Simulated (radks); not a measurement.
Initial-state core-level shifts of the titanium ion Ti+ when its valence configuration changes from [Ar] 3d2 4s1. All-electron calculation, non-relativistic Kohn-Sham, SCAN, spin-polarised, spherical densities, point nucleus; open shells are filled with parallel spins first; meta-GGA in the generalised Kohn-Sham scheme. Program: a radial shooting solver on a logarithmic mesh with Libxc functionals. Shifts are changes of the shell-averaged eigenvalues in eV (positive: less bound); the change of the density at the nucleus, which sets a Mossbauer isomer shift, is in e/bohr^3, on a base of 7134.

\begin{tabular}{lrrrrr}
valence & 1s & 2p & 3s & 3p & density at nucleus \\ \hline
3d2 4p1 & -1.194 & -1.134 & -1.193 & -1.185 & -3.7471 \\
3d2.5 4s0.5 & +2.560 & +2.921 & +2.542 & +2.429 & -2.5376 \\
3d2 4s0.5 4p0.5 & -0.595 & -0.567 & -0.600 & -0.595 & -1.9724 \\
4s1 4p2 & -15.495 & -17.457 & -14.331 & -13.741 & +4.6075 \\
3d3 & +4.832 & +5.506 & +4.859 & +4.647 & -4.7004 \\
4s0.5 4p2.5 & -16.090 & -18.048 & -14.891 & -14.292 & +2.2552 \\
\end{tabular}
